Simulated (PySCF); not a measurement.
Zn(NH2)(GeH3) (GeH5NZn), SMILES [NH2][Zn][GeH3].

The structure is a stationary point at B3LYP-D3(BJ)/def2-SVP. The structure was generated by enumeration; whether it is a known compound was not checked. Other conformers were not sampled.

Level of theory: HF/def2-TZVPD (PySCF).

The molecule is in vacuum.

Estimate the frontier levels, gap, dipole moment and polarisability. (Estimate from the structure and the level; the computed values follow.)


| Item | Result |
|---|---|
| highest occupied level | -9.81 eV |
| lowest empty level | 0.97 eV |
| orbital gap | 10.77 eV |
| dipole moment | 1.25 D |
| quadrupole, principal values (traceless, Buckingham form, about the centre of nuclear charge) | -10.21, 3.47, 6.74 D·Å |
| mean static polarisability | 66.5 bohr³ (9.85 Å³) |
| polarisability, principal values | 57.7, 58.6, 83.1 bohr³ |
